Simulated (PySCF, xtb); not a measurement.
Si(I)(OMe) (CH3IOSi), SMILES [Si](I)OC (connectivity only; charge and spin as stated), neutral, multiplicity 1.

GFN2-xTB run with xtb 6.7.1 at its own geometry gives an orbital gap of 3.06 eV and a dipole moment of 4.32 D.

The structure is a stationary point at PBE0-D3(BJ)/def2-SVP. The def2 effective core potentials stand for the cores of I; spin–orbit coupling is left out. Other conformers were not sampled.

What does PBE/def2-TZVP in PySCF give? (An estimate is asked for; the answer gives what the named calculation found.)

gap 3.11 eV (levels -6.08 and -2.97 eV), dipole 2.00 D.
